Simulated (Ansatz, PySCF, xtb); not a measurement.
Complex: H2O (SMILES O) (first 3 atoms) with Si2H6 (SMILES [SiH3][SiH3]); geometry from B3LYP-D3(BJ)/def2-TZVP.
(charge 0, multiplicity 1):
```xyz
11

O      0.7691     0.6881     0.7472
H      1.5741     0.1666     0.6564
H      0.1703     0.3582     0.0684
Si    -0.4144    -1.2032     2.9804
Si    -0.4026     1.0523     3.6339
H      0.9586    -1.6870     2.6895
H     -1.2425    -1.4074     1.7653
H     -0.9732    -2.0726     4.0481
H      0.9786     1.5846     3.6614
H     -0.9677     1.1809     5.0029
H     -1.2349     1.8687     2.7212
```

Interaction energies are E(AB) − E(A) − E(B) at the monomers' geometry in the complex; basis-set methods are counterpoise corrected.

Rows in 6-31G* carry no dispersion term and start afresh at each structure (6-31G* with six Cartesian d functions).

Programs: Ansatz (Gaussian orbitals); PySCF for 6-31G* rows, the dispersion terms; xtb for the GFN methods. Values without a source in brackets are computed.

Question: One of these levels gives 0.11 kcal/mol for the interaction energy. Which one is it?
A. GFN-FF
B. BLYP-D4/def2-TZVPPD
C. HF/aug-cc-pV(D+d)Z
D. B3LYP/6-31G*

Answer: A, GFN-FF. The others give -0.66 (HF/aug-cc-pV(D+d)Z), -2.58 (BLYP-D4/def2-TZVPPD), -1.08 (B3LYP/6-31G*)

Ansatz is a first-principles code.
